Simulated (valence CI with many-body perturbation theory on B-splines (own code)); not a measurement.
**Level structure of Sb XLIV**

Computed by valence CI with perturbative core correlation (CI+MBPT): six valence electrons over a frozen Dirac-Fock core [He], a basis of 9 s, 9 p, 8 d, 6 f, 3 g, 1 h functions for each j, with the one-electron correlation potential Σ1, the two-electron term Σ2, the three-electron term Σ3, Breit, model QED; selected CI, second order for the rest, scaled by the run's own slope (own B-spline code, finite nucleus).

The last digits are not significant, and no measured levels were compared; by estimate large intervals hold to a few tenths of a per cent, small ones and those within an open d or f shell to about a per cent. Among the levels kept, up to 2500 cm⁻¹ of a level comes from second order outside the variational space, and about a tenth of that is noise between levels of different J, which matters for small intervals.

Levels 46 to 72 of 72, with energies above the lowest level, (2s^2 2p1/2^2 2p3/2^2) J=2. "Leading %" is the weight of the configuration and term that name the level; weights of strongly mixed levels are sums over their largest components and can fall short, and the name can then belong to a minority configuration. In the jj column 3d3/2^4 stands for four electrons in 3d with j = 3/2.

```csv
No.,Configuration,Term,J,E (Ry),Leading %,g,Second component,Leading jj
46,2s²2p³3p,¹D,2,321.21,49,1.162,23 % 2s²2p³3p ³P,2s^2 2p1/2 2p3/2^2 3p3/2 (96 %)
47,2s²2p³3p,³P,1,321.77,47,1.495,27 % 2s²2p³3p ³S,2s^2 2p1/2 2p3/2^2 3p3/2 (96 %)
48,2s²2p³3p,³D,2,322.10,44,1.146,34 % 2s²2p³3p ¹D,2s^2 2p1/2 2p3/2^2 3p3/2 (96 %)
49,2s2p⁴3s,⁵P,3,322.50,73,1.567,21 % 2s2p⁴3s ³D,2s 2p1/2^2 2p3/2^2 3s (93 %)
50,2s2p⁴3s,³P,2,323.79,59,1.413,13 % 2s2p⁴3s ³D,2s 2p1/2^2 2p3/2^2 3s (92 %)
51,2s²2p³3d,³D°,1,323.85,43,0.999,42 % 2s²2p³3d ⁵D°,2s^2 2p1/2 2p3/2^2 3d3/2 (97 %)
52,2s²2p³3d,³F°,2,323.95,39,1.088,38 % 2s²2p³3d ⁵D°,2s^2 2p1/2 2p3/2^2 3d3/2 (96 %)
53,2s²2p³3d,⁵D°,0,323.98,51,,31 % 2s²2p³3d ¹S°,2s^2 2p1/2 2p3/2^2 3d3/2 (96 %)
54,2s²2p³3d,³G°,3,324.33,35,1.112,27 % 2s²2p³3d ⁵D°,2s^2 2p1/2 2p3/2^2 3d3/2 (93 %)
55,2s²2p³3d,⁵D°,4,325.10,51,1.273,37 % 2s²2p³3d ³G°,2s^2 2p1/2 2p3/2^2 3d5/2 (95 %)
56,2s²2p³3d,³D°,3,325.21,56,1.280,21 % 2s²2p³3d ⁵D°,2s^2 2p1/2 2p3/2^2 3d5/2 (95 %)
57,2s²2p³3d,¹G°,4,325.36,43,1.065,35 % 2s²2p³3d ³G°,2s^2 2p1/2 2p3/2^2 3d3/2 (95 %)
58,2s²2p³3d,³P°,2,325.88,39,1.228,18 % 2s²2p³3d ¹D°,2s^2 2p1/2 2p3/2^2 3d3/2 (79 %)
59,2s²2p³3d,³D°,3,325.91,40,1.181,36 % 2s²2p³3d ³F°,2s^2 2p1/2 2p3/2^2 3d3/2 (88 %)
60,2s²2p³3d,³D°,1,325.97,43,1.020,27 % 2s²2p³3d ¹P°,2s^2 2p1/2 2p3/2^2 3d5/2 (66 %)
61,2s²2p³3d,³F°,4,326.53,72,1.172,26 % 2s²2p³3d ¹G°,2s^2 2p1/2 2p3/2^2 3d5/2 (98 %)
62,2s²2p³3d,³P°,1,326.65,71,1.284,19 % 2s²2p³3d ³D°,2s^2 2p1/2 2p3/2^2 3d3/2 (63 %)
63,2s²2p³3d,³G°,5,326.65,100,1.189,,2s^2 2p1/2 2p3/2^2 3d5/2 (100 %)
64,2s²2p³3d,³D°,2,326.96,68,1.105,14 % 2s²2p³3d ³F°,2s^2 2p1/2 2p3/2^2 3d5/2 (57 %)
65,2s²2p³3d,³P°,0,327.09,51,,47 % 2s²2p³3d ¹S°,2s^2 2p1/2 2p3/2^2 3d5/2 (96 %)
66,2s2p⁴3s,³S,1,327.27,53,2.030,33 % 2s2p⁴3s ⁵P,2s 2p1/2^2 2p3/2^2 3s (94 %)
67,2s²2p³3d,³F°,2,327.40,34,1.041,21 % 2s²2p³3d ³P°,2s^2 2p1/2 2p3/2^2 3d3/2 (52 %)
68,2s²2p³3d,³S°,1,327.63,47,1.419,28 % 2s²2p³3d ¹P°,2s^2 2p1/2 2p3/2^2 3d5/2 (76 %)
69,2s2p⁴3s,³P,2,327.73,47,1.397,18 % 2s2p⁴3s ¹D,2s 2p1/2^2 2p3/2^2 3s (96 %)
70,2s2p⁴3s,³P,1,327.75,37,1.043,35 % 2s2p⁴3s ³D,2s 2p1/2^2 2p3/2^2 3s (95 %)
71,2s2p⁴3p,⁵P°,2,327.80,32,1.605,20 % 2s2p⁴3p ³P°,2s 2p1/2^2 2p3/2^2 3p1/2 (90 %)
72,2s2p⁴3p,³D°,3,328.04,28,1.336,23 % 2s2p⁴3p ⁵D°,2s 2p1/2^2 2p3/2^2 3p1/2 (82 %)
```
